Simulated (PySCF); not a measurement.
Geometries of 6 isomers of C3H11NSn, from PBE0-D3(BJ)/def2-SVP geometry optimisation, gas phase, def2 core potentials past Kr (PySCF 2.14.0). One conformer each, no zero-point energy, no frequencies.

Question: Which is lowest in electronic energy at this level?
A.
```xyz
16
angstrom
Sn     0.694    1.177    0.292
H      0.468    1.118    2.006
H      2.364    0.979   -0.057
C     -0.120    2.993   -0.507
H      0.426    3.861   -0.111
H     -1.180    3.088   -0.231
H     -0.034    2.983   -1.602
N     -0.241   -0.334   -0.722
C      0.093   -1.723   -0.498
C     -0.439   -2.338    0.792
H     -1.246   -0.199   -0.805
H     -0.267   -2.324   -1.356
H      1.193   -1.825   -0.521
H     -0.049   -1.809    1.677
H     -0.157   -3.400    0.880
H     -1.539   -2.280    0.829
```
B.
```xyz
16
angstrom
Sn     0.019    2.016    0.964
H      0.985    1.363    2.234
H      1.023    2.893   -0.112
H     -1.213    3.014    1.615
N     -1.017    0.617   -0.115
C     -0.429   -0.623   -0.592
C     -0.270   -1.686    0.494
C      0.894   -0.346   -1.290
H     -1.937    0.454    0.288
H     -1.117   -1.032   -1.359
H      0.435   -1.347    1.271
H      0.107   -2.637    0.083
H     -1.235   -1.893    0.984
H      1.647    0.035   -0.577
H      1.307   -1.264   -1.734
H      0.767    0.403   -2.086
```
C.
```xyz
16
angstrom
Sn    -0.008    0.472   -2.074
N     -0.401    0.572   -0.070
C      0.342    1.509    0.732
C     -0.825   -0.626    0.619
C      0.276   -1.617    0.986
H     -0.220    1.748    1.656
H      1.350    1.168    1.050
H      0.480    2.460    0.190
H     -1.356   -0.321    1.543
H     -1.582   -1.140    0.000
H     -0.137   -2.486    1.522
H      0.791   -1.991    0.085
H      1.036   -1.157    1.636
H      1.520   -0.236   -2.448
H     -0.034    2.093   -2.624
H     -1.267   -0.482   -2.737
```
D.
```xyz
16
angstrom
Sn     0.076    0.566    0.472
H      0.166    0.576    2.191
C      2.057    0.370   -0.365
H      2.680    1.228   -0.072
H      2.001    0.332   -1.462
H      2.535   -0.551   -0.002
C     -0.926    2.296   -0.311
H     -0.433    3.215    0.038
H     -1.972    2.304    0.025
H     -0.904    2.282   -1.410
N     -1.129   -1.027    0.009
C     -0.744   -2.368    0.376
H     -1.496   -0.985   -0.938
H      0.099   -2.805   -0.202
H     -0.447   -2.399    1.438
H     -1.595   -3.067    0.277
```
E.
```xyz
16
angstrom
Sn     0.985    0.818    0.690
H      0.926    0.837    2.406
H      2.592    0.808    0.087
C     -0.126    2.478   -0.125
H     -1.168    2.439    0.223
H     -0.114    2.439   -1.224
H      0.323    3.427    0.202
N      0.200   -1.000    0.157
C      0.339   -1.439   -1.205
C     -1.028   -1.425    0.771
H      0.281   -2.543   -1.265
H      1.319   -1.148   -1.616
H     -0.442   -1.045   -1.894
H     -1.072   -1.108    1.826
H     -1.946   -1.043    0.269
H     -1.104   -2.530    0.765
```
F.
```xyz
16
angstrom
Sn     0.005   -0.028    0.128
N      0.116   -0.235    2.172
H     -0.794   -0.216    2.630
H      0.679    0.490    2.614
C      2.045   -0.020   -0.544
H      2.090   -0.162   -1.634
H      2.593   -0.840   -0.057
H      2.538    0.931   -0.296
C     -1.009    1.775   -0.498
H     -1.045    1.826   -1.596
H     -0.476    2.660   -0.122
H     -2.039    1.793   -0.112
C     -1.046   -1.769   -0.564
H     -2.079   -1.775   -0.186
H     -0.535   -2.674   -0.204
H     -1.077   -1.789   -1.663
```

Answer: F. That is `[CH3][Sn]([CH3])([CH3])[NH2]` (Sn(NH2)Me3), 12.9 kcal/mol below the next.

| SMILES | atoms numbered as above | E (Eh) | relative (kcal/mol) | relative (kJ/mol) | dipole (D) |
| --- | --- | --- | --- | --- | --- |
| [CH3][Sn]([CH3])([CH3])[NH2] | – | -389.65585 | 0.0 | 0.0 | 1.23 |
| [H][Sn]([CH3])([CH3])[NH]C | – | -389.63537 | 12.9 | 53.8 | 1.33 |
| [H][Sn]([H])([CH3])[NH]CC | – | -389.63280 | 14.5 | 60.5 | 0.91 |
| [H][Sn]([H])([H])[NH]C(C)C | – | -389.62999 | 16.2 | 67.9 | 0.78 |
| [H][Sn]([H])([CH3])[N](C)C | – | -389.62095 | 21.9 | 91.6 | 1.12 |
| [H][Sn]([H])([H])[N](C)CC | – | -389.61687 | 24.5 | 102.4 | 0.37 |
